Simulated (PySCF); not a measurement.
# Molecular orbitals of ZnF

PBE0 at R = 1.773 Å; basis Zn cc-pVDZ-PP with ECP10, F cc-pVDZ; scalar-relativistic core potentials; PySCF 2.14. State: ²Σ⁺ (doublet), unpaired electrons σ ↑. Only the outer orbitals are listed, counted within each symmetry, core potentials removing the inner ones.

```json
{"spin": "α", "orbital": "6σ", "occ.": "1", "ε (eV)": "-10.79", "on Zn (%)": "33", "main shells (%)": "66 F p, 19 Zn s, 12 Zn d"}
{"spin": "α", "orbital": "3π", "occ.": "1", "ε (eV)": "-9.50", "on Zn (%)": "8", "main shells (%)": "92 F p"}
{"spin": "α", "orbital": "3π", "occ.": "1", "ε (eV)": "-9.50", "on Zn (%)": "8", "main shells (%)": "92 F p"}
{"spin": "α", "orbital": "7σ", "occ.": "1", "ε (eV)": "-6.77", "on Zn (%)": "88", "main shells (%)": "70 Zn s, 17 Zn p, 12 F p"}
{"spin": "α", "orbital": "4π", "occ.": "0", "ε (eV)": "-0.60", "on Zn (%)": "96", "main shells (%)": "96 Zn p"}
{"spin": "α", "orbital": "4π", "occ.": "0", "ε (eV)": "-0.60", "on Zn (%)": "96", "main shells (%)": "96 Zn p"}
{"spin": "α", "orbital": "8σ", "occ.": "0", "ε (eV)": "1.57", "on Zn (%)": "100", "main shells (%)": "89 Zn p, 9 Zn s"}
{"spin": "β", "orbital": "6σ", "occ.": "1", "ε (eV)": "-10.09", "on Zn (%)": "31", "main shells (%)": "68 F p, 19 Zn s, 9 Zn d"}
{"spin": "β", "orbital": "3π", "occ.": "1", "ε (eV)": "-9.41", "on Zn (%)": "7", "main shells (%)": "93 F p"}
{"spin": "β", "orbital": "3π", "occ.": "1", "ε (eV)": "-9.41", "on Zn (%)": "7", "main shells (%)": "93 F p"}
{"spin": "β", "orbital": "7σ", "occ.": "0", "ε (eV)": "-3.58", "on Zn (%)": "89", "main shells (%)": "76 Zn s, 12 Zn p, 11 F p"}
{"spin": "β", "orbital": "4π", "occ.": "0", "ε (eV)": "0.19", "on Zn (%)": "97", "main shells (%)": "97 Zn p"}
{"spin": "β", "orbital": "4π", "occ.": "0", "ε (eV)": "0.19", "on Zn (%)": "97", "main shells (%)": "97 Zn p"}
```

Question: Which are the highest filled and the lowest empty level, where do they sit, and how wide is the gap?

Answer: Highest filled α 7σ at -6.77 eV (in %: 70 Zn s, 17 Zn p, 12 F p); lowest empty β 7σ at -3.58 eV (in %: 76 Zn s, 12 Zn p, 11 F p); the gap at PBE0 is 3.19 eV.

```json
{
  "bond order (Mayer)": "0.94",
  "⟨S²⟩": "0.753",
  "charge on Zn (Mulliken, basis-dependent)": "0.45",
  "charge on Zn (Löwdin, basis-dependent)": "0.36",
  "dipole moment (positive dipole means Zn(−)F(+))": "-2.59 D",
  "polarisability along the bond": "27.4 bohr³",
  "polarisability across the bond": "28.3 bohr³"
}
```

The state is the lowest determinant that a PBE0 search found; another state may lie lower at other levels.
